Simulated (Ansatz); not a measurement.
Basis-set extrapolation for `B/C=C/[SiH3]` (PBE0-D4/def2-TZVP geometry, frozen core, Ansatz). Multiplicity 1, RHF reference.

```csv
,def2-TZVPP,def2-QZVPP
HF,-393.436556,-393.450438
MP2 correlation,-0.547969,-0.583717
CCSD(T) correlation,-0.625658,not run
```

Energies in hartree. Use E(X) = E(∞) + A·exp(−7.88·√X) for Hartree–Fock and E(X) = E(∞) + B·X^(−2.97) for correlation, with X = 3 and 4, and add CCSD(T) minus MP2 of the smaller set to the MP2 limit.

Q: What is the CCSD(T) energy at the basis-set limit?

A: HF limit: -393.450438 + (-0.013882) × 0.13774 = -393.45235. MP2 limit: -0.583717 + (-0.035748) × 0.74074 = -0.61020. Higher-order term: -0.625658 − (-0.547969) = -0.07769. Total: -394.14024 hartree, 49.0 kcal/mol below CCSD(T)/def2-TZVPP.
